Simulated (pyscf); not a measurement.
**H₃C–C(O•)=O, doublet**

Gas-phase minimum from PySCF at ωB97X-D3(BJ)/def2-SVP, one conformer. H₃C–C(O•)=O lies 11.8 kcal/mol over its isomer •H₂C–C(=O)–OH, and others may lie lower still (electronic energy, ωB97M-D3(BJ)). 

```xyz
7

C     -0.9235     0.6099    -0.9664
C      0.5245     0.5702    -0.5976
O      1.3621    -0.2194    -1.0846
O      1.0517     1.3149     0.2641
H     -1.2706     1.6525    -0.9969
H     -1.0779     0.1191    -1.9371
H     -1.4981     0.0753    -0.1943
```
Charge 0, spin multiplicity 2.

Bond lengths (Å): C1–C2 1.495, C1–H5 1.099, C1–H6 1.099, C1–H7 1.101, C2–O3 1.250, C2–O4 1.255. Bond angles (°): C2–C1–H5 109.8, C2–C1–H6 110.0, C2–C1–H7 108.6, H5–C1–H6 110.8, H5–C1–H7 108.4, H6–C1–H7 109.2, C1–C2–O3 124.7, C1–C2–O4 124.1, O3–C2–O4 111.2.

Properties at ωB97X-D3(BJ)/def2-SVP:

```json
{
 "harmonic_wavenumbers_unscaled": "20, 373, 546, 591, 813, 935, 995, 1047, 1376, 1436, 1451, 1675, 3086, 3189, 3210 cm⁻¹",
 "zero_point_energy": "29.7 kcal/mol",
 "rotational_symmetry_number": "1",
 "Entropy of this conformer at 298 K and 1 atm, rigid rotor and harmonic oscillator, modes under 100 cm⁻¹ raised to 100": "289.7 J/(mol K)",
 "dipole_moment": "3.23 D",
 "Spin expectation value S2": "0.757"
}
```

Single-point totals, which compare only within one level:

| level | total energy (hartree) |
|---|---|
| ωB97X-D3(BJ)/def2-TZVP | -228.55830 |
| PBE/def2-TZVP | -228.26160 |
| r²SCAN/def2-TZVP | -228.39491 |
| B3LYP-D3(BJ)/def2-TZVP | -228.51744 |
| PBE0-D3(BJ)/def2-TZVP | -228.25587 |
| M06-2X/def2-TZVP | -228.39825 |
| ωB97M-D3(BJ)/def2-TZVP | -228.55451 |

The lowest mode is so soft that the shape along it may change with the basis. Soft torsions are taken as harmonic, which can shift the entropy by several J/(mol K).
